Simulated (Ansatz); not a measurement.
Basis-set extrapolation for C3H5F3O, SMILES `OC(CF)C(F)F` (PBE0-D4/def2-TZVP geometry, frozen core, Ansatz 0.2.0). Multiplicity 1, RHF reference.

|  | def2-TZVPP | def2-QZVPP |
| --- | --- | --- |
| HF | -489.898765 | -489.920245 |
| MP2 correlation | -1.482189 | -1.607624 |
| CCSD(T) correlation | -1.560793 | not run |

Energies in hartree. Use E(X) = E(∞) + A·exp(−7.88·√X) for Hartree–Fock and E(X) = E(∞) + B·X^(−2.97) for correlation, with X = 3 and 4, and add CCSD(T) minus MP2 of the smaller set to the MP2 limit.

What is the CCSD(T) energy at the basis-set limit?

HF limit: -489.920245 + (-0.021480) × 0.13774 = -489.92320. MP2 limit: -1.607624 + (-0.125435) × 0.74074 = -1.70054. Higher-order term: -1.560793 − (-1.482189) = -0.07860. Total: -491.70234 hartree, 6.61 eV below CCSD(T)/def2-TZVPP.
